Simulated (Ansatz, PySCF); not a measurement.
The pair A = CH5N (SMILES CN) (first 7 atoms), B = CH4S (SMILES CS); geometry from B3LYP-D3(BJ)/def2-TZVP.
(charge 0, multiplicity 1):
```xyz
13

C      0.4179     0.3904     0.4630
N     -0.3624    -0.8173     0.7383
H      1.4249     0.2622     0.8616
H     -0.0348     1.2331     0.9871
H      0.5030     0.6492    -0.5993
H      0.0695    -1.6356     0.3269
H     -1.2953    -0.7431     0.3505
C      1.1688     0.0936     4.2829
S     -0.6386    -0.0887     4.1291
H      1.5569     0.8118     3.5626
H      1.3657     0.4648     5.2872
H      1.6716    -0.8639     4.1598
H     -0.6321    -0.5834     2.8678
```

Cores are frozen in the correlated methods. Rows in 6-31G* carry no dispersion term and start afresh at each structure (6-31G* with six Cartesian d functions).

Codes used: Ansatz (a first-principles code); PySCF for 6-31G* rows. Values without a source in brackets are computed.

Total energies (hartree), monomers frozen at their geometry in the pair:

| structure | HF/6-31G* | PBE/def2-TZVPPD | MP2/aug-cc-pV(D+d)Z |
|---|---|---|---|
| AB | -532.9117134 | -534.2707778 | -533.6196209 |
| A in the pair's basis | -95.2103236 | -95.7687889 | -95.5746275 |
| B in the pair's basis | -437.7001375 | -438.4968356 | -438.0393402 |
| A | -95.2093504 | -95.7686595 | -95.5732787 |
| B | -437.6996859 | -438.4967481 | -438.0379844 |

### Question
Work out the interaction energy without and with the counterpoise correction, and the superposition error, for each level.

### Answer

E(AB) − E(A) − E(B), times 627.509 kcal/mol, with the monomers in their own basis and then in the pair's basis:
- HF/6-31G*: -1.68 uncorrected, -0.79 corrected; the monomers gain 0.89 kcal/mol from borrowed functions
- PBE/def2-TZVPPD: -3.37 uncorrected, -3.23 corrected; the monomers gain 0.14 kcal/mol from borrowed functions
- MP2/aug-cc-pV(D+d)Z: -5.24 uncorrected, -3.55 corrected; the monomers gain 1.70 kcal/mol from borrowed functions
